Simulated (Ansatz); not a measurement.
Start from `O[Si](O)(O)S` and change one atom or group to get `N[Si](O)(O)O`.

Ansatz, PBE0-D4/def2-TZVP geometries, multiplicity 1. Each molecule was computed in one conformer, which needn't be the lowest.

```tsv
property	`O[Si](O)(O)S`
HOMO–LUMO gap (B3LYP/def2-TZVPP) / eV	7.29
size of the dipole moment (PBE/def2-TZVPP) / D	0.80
size of the dipole moment (B3LYP/def2-TZVPP) / D	0.76
LUMO energy (PBE/def2-TZVPP) / eV	-0.55
HOMO energy (PBE/def2-TZVPP) / eV	-6.29
size of the dipole moment (ωB97M-V/def2-TZVPP) / D	0.78
```

(1) Give the same properties after the change, and the shifts. (Best estimate.)

Results:

(1) Computed: 
```
                                          property  `N[Si](O)(O)O`  shift
             HOMO–LUMO gap (B3LYP/def2-TZVPP) / eV            7.53   0.24
    size of the dipole moment (PBE/def2-TZVPP) / D            1.04   0.24
  size of the dipole moment (B3LYP/def2-TZVPP) / D            1.07   0.31
                 LUMO energy (PBE/def2-TZVPP) / eV           -0.28   0.27
                 HOMO energy (PBE/def2-TZVPP) / eV           -6.06   0.23
size of the dipole moment (ωB97M-V/def2-TZVPP) / D            1.07   0.29
```

The zero-point energy changes by 44.1 kJ/mol with +3 modes. Dipoles are sizes alone; their direction can turn.

B3LYP here is the variant with VWN-RPA as its local correlation; programs differ in this.
